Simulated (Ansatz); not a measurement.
Reaction (ligand exchange at a Ge–N bond): `[NH2][GeH2][OH]` + `SS` → `[OH][GeH2][S]S` + NH₃

Gas-phase electronic energies from Ansatz, PBE0-D4/def2-TZVP geometries. CBS: MP2 limit from def2 TZ/QZ plus the TZ coupled-cluster correction, frozen cores. This one scheme is used for every species. DFT in def2-TZVPP. For Ge outer-core shells are correlated without core-valence functions, which leaves a few kJ/mol of doubt a bond. Scalar relativity is left out up to krypton. Each species was taken in one conformer, which may not be the lowest.

`[NH2][GeH2][OH]`:

Z-matrix (Å, degrees):
```
Ge
O 1 1.780
N 1 1.819 2 104.8
H 1 1.538 2 111.2 3 -115.1
H 1 1.549 2 106.5 3 123.0
H 2 0.959 1 112.2 3 -147.4
H 3 1.009 1 115.8 2 -150.0
H 3 1.009 1 117.0 2 77.3
```

`SS`:

Z-matrix (Å, degrees):
```
S
S 1 2.046
H 1 1.347 2 98.6
H 2 1.347 1 98.6 3 -90.5
```

`[OH][GeH2][S]S`:

```xyz
8

O    -1.440   -0.075    0.771
Ge   -0.141    1.033    0.290
S     1.792   -0.081    0.168
S     1.187   -1.472   -1.228
H    -1.668   -0.674    0.056
H    -0.027    2.067    1.415
H    -0.450    1.614   -1.099
H     0.746   -2.413   -0.372
```

NH₃:

Cartesian coordinates in Å:
```
N -0.002 0.011 0.282
H -0.040 0.935 -0.131
H 0.835 -0.437 -0.071
H -0.792 -0.509 -0.080
```

```tsv
level	ΔE (kcal/mol)
r2SCAN-D4	-12.6
PBE0-D4	-13.0
r2SCAN0-D4	-12.2
MP2/def2-QZVPP	-12.1
```

Question: What does CCSD(T)/CBS give? (Estimate.)

Answer: Ansatz gave: -11.6 kcal/mol. The listed levels differ from it by -1.0, -1.4, -0.6, -0.5 kcal/mol.

Question: What do rigid-rotor, harmonic-oscillator terms from PBE0-D4/def2-TZVP frequencies (298.15 K, 1 bar) make of the CCSD(T)/CBS value? (Estimate.)

Answer: Computed: ΔZPE = +1.3 kcal/mol, ΔH = -9.7 kcal/mol, ΔS = -12 J/(mol·K), ΔG = -8.9 kcal/mol.

Largest T1 diagnostic among the species: 0.012.

In def2-TZVPP, CCSD(T) changes the Hartree–Fock value by −3.0 kcal/mol (the triples alone add −0.9 kcal/mol) and MP2 by −3.9 kcal/mol. The D4 term adds −1.9 kcal/mol with B3LYP and −1.1 kcal/mol with PBE0; it sums over pairs of atoms, weighted by their polarisabilities, and B3LYP, whose exchange is more repulsive, gets the larger term.

B3LYP here is the variant with VWN-RPA as its local correlation; programs differ in this.
